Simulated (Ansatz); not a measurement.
C3H4, triplet, geometry from GFN2-xTB (a higher spin typed on purpose: for a closed-shell molecule this is an excited state); CAM-B3LYP/def2-SVPD (Ansatz, a quantum-chemistry and plane-wave program).

Here is a job for Ansatz.
Ansatz 0.2 input:
```yaml
crystal:
  periodic: [false, false, false]
  atoms:
    - {symbol: C, position_ang: [1.27664606, -0.07083392, 0.00490567]}
    - {symbol: C, position_ang: [-0.00577091, 0.28290431, 0.17094025]}
    - {symbol: C, position_ang: [-1.27384025, -0.06671398, -0.08801672]}
    - {symbol: H, position_ang: [1.57945134, -0.97074324, -0.52820830]}
    - {symbol: H, position_ang: [2.08233914, 0.52877328, 0.39780736]}
    - {symbol: H, position_ang: [-2.10404977, 0.53553578, 0.24528379]}
    - {symbol: H, position_ang: [-1.53995012, -0.96570430, -0.64185810]}
basis:
  gaussian:
    orbitals: def2-SVPD
hamiltonian:
  xc: cam_b3lyp
magnetization: {spin_polarized: true, initial_magnetization: 2}
```

Question: What does Ansatz print? Leave out banner, timings and long lists.

Answer: 
```
Functional definition: CAM-B3LYP
763 factors; their error is unknown
319 factors; integrals over basis functions are off by at most 8.0e-6 eV
mean field evaluation 1: about -3165.3434 eV, gradient 2.2e1 eV
mean field evaluation 2: about -3166.7203 eV, gradient 1.6e1 eV
mean field evaluation 4: about -3168.0575 eV, gradient 9.7e-1 eV
mean field evaluation 8: about -3168.0415 eV, gradient 1.6e-1 eV
mean field evaluation 16: about -3168.0417 eV, gradient 9.5e-5 eV
mean field -3168.04173929 eV, -116.4233865429 hartree, gradient 1.4e-5 eV, S^2 2.023627; 0 other end points of the search recorded, 0 dependent functions left out
reference -3168.04184165 eV, -116.4233903049 hartree; 12, 10 occupied and 80, 82 virtual orbitals, 763 factors
Total energy: -3168.04184165 eV, -116.4233903049 hartree
```
